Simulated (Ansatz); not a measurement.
`CCCCCCCCP(=O)(O)O`, relaxed as a singlet with RKS PBE-D4/def2-SVP in Ansatz, starting from the GFN2-xTB geometry. Force threshold 0.03 eV/Å.

Start:

```tsv
atom	x (Å)	y (Å)	z (Å)
C1	2.4582	1.2825	-3.0457
C2	1.2439	0.5179	-3.5598
C3	-0.0322	0.8272	-2.7763
C4	0.0165	0.3465	-1.3268
C5	-1.3235	0.5559	-0.6260
C6	-1.2946	0.2056	0.8612
C7	-1.0356	-1.2747	1.1249
C8	-1.2960	-1.6485	2.5767
P9	-0.1188	-0.9192	3.7645
O10	-0.1011	-1.4704	5.1257
O11	1.3078	-1.0571	3.0330
O12	-0.3992	0.6656	3.7711
H13	2.7181	0.9692	-2.0379
H14	2.2565	2.3515	-3.0337
H15	3.3172	1.1047	-3.6889
H16	1.4451	-0.5553	-3.5142
H17	1.0804	0.7779	-4.6089
H18	-0.8757	0.3450	-3.2776
H19	-0.2126	1.9048	-2.7961
H20	0.2769	-0.7133	-1.3153
H21	0.7892	0.8906	-0.7821
H22	-1.6111	1.6052	-0.7286
H23	-2.0893	-0.0441	-1.1250
H24	-0.5275	0.7961	1.3620
H25	-2.2594	0.4756	1.2978
H26	-0.0016	-1.5181	0.8811
H27	-1.6877	-1.8771	0.4866
H28	-1.2071	-2.7266	2.7224
H29	-2.2971	-1.3488	2.8909
H30	1.9325	-1.4186	3.6623
H31	-0.4724	0.9503	4.6826
```

(1) Estimate the energy that the relaxation releases and the steps that it takes.

(2) Does the start keep its bonding?

(3) Predict the relaxed structure.

Answers

(1) 30.7 kJ/mol, in 8 steps; 35 s on 4 threads of Arm Neoverse V2 on a shared host. No frequencies were taken in this run, so the end may be a saddle point.

(2) By distances, no bond broke or formed. The bond that changes most is P9–O12, from 1.61 to 1.65 Å (atoms count from 1).

(3) 
Cartesian coordinates in Å:
```
C 2.5076 1.2934 -3.0573
C 1.2921 0.5210 -3.5766
C -0.0121 0.7947 -2.8140
C -0.0077 0.3543 -1.3460
C -1.3536 0.5743 -0.6460
C -1.3676 0.2323 0.8491
C -1.1166 -1.2502 1.1491
C -1.2912 -1.6556 2.6202
P -0.1029 -0.9892 3.8193
O -0.0334 -1.6164 5.1829
O 1.3083 -1.0747 2.9703
O -0.4723 0.6180 3.8687
H 2.7612 1.0183 -2.0130
H 2.3246 2.3888 -3.0746
H 3.4071 1.0967 -3.6753
H 1.5064 -0.5713 -3.5485
H 1.1356 0.7670 -4.6494
H -0.8501 0.2821 -3.3369
H -0.2483 1.8825 -2.8682
H 0.2778 -0.7204 -1.2947
H 0.7820 0.9006 -0.7838
H -1.6498 1.6393 -0.7706
H -2.1399 -0.0165 -1.1702
H -0.6148 0.8544 1.3789
H -2.3498 0.5252 1.2811
H -0.0956 -1.5399 0.8252
H -1.8200 -1.8658 0.5454
H -1.1971 -2.7553 2.7400
H -2.2963 -1.3800 3.0060
H 2.0366 -1.2315 3.6037
H -0.3204 0.9240 4.7853
```
Bond lengths: 7 × C–C 1.53 to 1.54 Å; 3 × O–P 1.50 to 1.65 Å; 1 × C–P 1.81 Å; 17 × C–H 1.11 Å; 2 × H–O 0.98 Å.
